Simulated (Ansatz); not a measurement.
`C[SiH](C)[NH][GaH2]` + CH₃OH → `CO[SiH](C)C` + `[NH2][GaH2]` at 600 K and 1 bar (ligand exchange at the Si–N bond).

Computed with Ansatz on PBE0-D4/def2-TZVP structures; ΔE is electronic, products minus reactants. CBS: MP2 limit from def2 TZ/QZ plus the TZ coupled-cluster correction, frozen cores. This one scheme is used for every species. For Ga outer-core shells are correlated without core-valence functions, which leaves a few kJ/mol of doubt a bond. Scalar relativity is left out up to krypton. Each species was taken in one conformer, which may not be the lowest.

| species | CCSD(T)/CBS energy (Eh) | H − E (kJ/mol) | S (J/(mol·K)) |
| --- | --- | --- | --- |
| `C[SiH](C)[NH][GaH2]` | -2349.91257 | 379.1 | 528.5 |
| CH₃OH | -115.61712 | 163.6 | 277.3 |
| `CO[SiH](C)C` | -484.48883 | 403.2 | 488.6 |
| `[NH2][GaH2]` | -1981.05479 | 138.9 | 317.7 |

H − E and S are ideal-gas, rigid-rotor, harmonic terms from PBE0-D4/def2-TZVP, for one conformer and one mirror image of each species. 1 Eh = 2625.50 kJ/mol, R = 8.31446 J/(mol·K).

Question: By hand: ΔE, ΔH, ΔS and ΔG.

Answer: ΔE = (-484.48883) + (-1981.05479) − (-2349.91257) − (-115.61712) = -0.01393 Eh = -36.6 kJ/mol. Δ(H − E) = 403.2 + 138.9 − 379.1 − 163.6 = -0.6, so ΔH = -37.2 kJ/mol. ΔS = 488.6 + 317.7 − 528.5 − 277.3 = 0.5 J/(mol·K). ΔG = -37.2 − 600 × (0.5)/1000 = -37.5 kJ/mol.

Question: By hand: the equilibrium constant, and the temperature at which ΔG would vanish if ΔH and ΔS stayed fixed.

Answer: log₁₀ K = −ΔG/(RT ln 10) = 3.3. ΔH and −TΔS have one sign here, so there is no such temperature. One of them is within its doubt of zero, so this could turn.

The number of gas molecules stays the same, so ΔS is small and ΔH decides. A doubt of 5 kJ/mol in ΔE shifts log₁₀ K by 0.4 here. Other conformers and mirror images would add mixing entropy, several J/(mol·K) or more a flexible species. Modes under 60 cm⁻¹, often nearly free rotors, make the harmonic entropy too high. These are equilibria of isolated gas molecules and say nothing of rates. Largest T1 diagnostic: 0.014 (customary marks: 0.02 for closed shells, 0.045 for open ones).
